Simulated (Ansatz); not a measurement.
`CO[Si](CCC(F)(F)C(F)(F)C(F)(F)C(F)(F)F)(OC)OC` with charge +1. Charge 1, multiplicity 2. Geometry PBE-D4/def2-SVP, that of the neutral singlet; atoms count from 1.

```
atom    x (Å)    y (Å)    z (Å)
  C1   0.2778  -2.5948   3.0006
  O2   0.8687  -1.9925   1.8626
 Si3   1.2083  -0.3711   1.6828
  C4  -0.2588   0.6315   1.0939
  C5  -0.7351   0.1906  -0.2953
  C6  -1.9158   1.0114  -0.7811
  F7  -2.9473   0.9389   0.1209
  F8  -1.5794   2.3322  -0.8959
  C9  -2.5327   0.5600  -2.1436
 F10  -3.0712  -0.6769  -1.9753
 F11  -3.5268   1.4260  -2.4715
 C12  -1.5310   0.4847  -3.3387
 F13  -0.7744  -0.6358  -3.1986
 F14  -0.7114   1.5654  -3.3264
 C15  -2.2106   0.4232  -4.7445
 F16  -2.7376   1.6121  -5.0678
 F17  -3.1785  -0.5089  -4.7577
 F18  -1.2846   0.0981  -5.6618
 O19   2.3391  -0.2355   0.4660
 C20   3.5316  -1.0019   0.3923
 O21   1.7713   0.1338   3.1758
 C22   2.1818   1.4509   3.4892
 H23   0.4366  -3.6915   2.9445
 H24   0.7255  -2.2202   3.9470
 H25  -0.8209  -2.4116   3.0398
 H26   0.0181   1.7069   1.0714
 H27  -1.0809   0.5347   1.8336
 H28   0.0878   0.2843  -1.0305
 H29  -1.0416  -0.8750  -0.2913
 H30   4.0109  -0.8151  -0.5903
 H31   4.2536  -0.7181   1.1909
 H32   3.3248  -2.0904   0.4851
 H33   2.5996   1.4587   4.5170
 H34   2.9693   1.8223   2.7948
 H35   1.3337   2.1736   3.4622
```

Single mean-field runs in def2-TZVP are fitted with def2-universal-jkfit.

Estimate the Mulliken populations of the heavy atoms from the PBE0/def2-TZVP orbitals of Ansatz.


```
atom  charge (e)  spin (α − β)
  C1       -0.25          0.01
  O2       -0.23          0.22
 Si3        0.69         -0.02
  C4       -0.33          0.16
  C5       -0.35          0.01
  C6        0.37          0.03
  F7       -0.15          0.01
  F8       -0.15          0.01
  C9        0.30          0.01
 F10       -0.14          0.00
 F11       -0.12          0.01
 C12        0.25          0.00
 F13       -0.15          0.00
 F14       -0.14          0.00
 C15        0.43          0.00
 F16       -0.12          0.00
 F17       -0.13          0.00
 F18       -0.12          0.00
 O19       -0.26          0.15
 C20       -0.24          0.01
 O21       -0.23          0.22
 C22       -0.26          0.00
```
Mulliken values depend strongly on the basis.

Where does the spin sit?

Summed by element: C 0.23, O 0.59, Si -0.02, F 0.03, H 0.16, of 1 unpaired in all. Largest on single atoms: O2 0.22, O21 0.22, C4 0.16.

And the Mayer bond orders between heavy atoms (over 0.3)?

C1–O2 0.93 (1.42 Å); O2–Si3 1.14 (1.67 Å); Si3–C4 0.92 (1.87 Å); Si3–O19 1.21 (1.67 Å); Si3–O21 1.14 (1.67 Å); C4–C5 1.00 (1.53 Å); C5–C6 0.99 (1.52 Å); C6–F7 1.09 (1.37 Å); C6–F8 1.10 (1.37 Å); C6–C9 0.92 (1.56 Å); C9–F10 1.11 (1.36 Å); C9–F11 1.13 (1.36 Å); C9–C12 0.94 (1.56 Å); C12–F13 1.08 (1.36 Å); C12–F14 1.11 (1.36 Å); C12–C15 0.96 (1.56 Å); C15–F16 1.18 (1.34 Å); C15–F17 1.16 (1.34 Å); C15–F18 1.17 (1.34 Å); O19–C20 0.92 (1.42 Å); O21–C22 0.93 (1.41 Å).
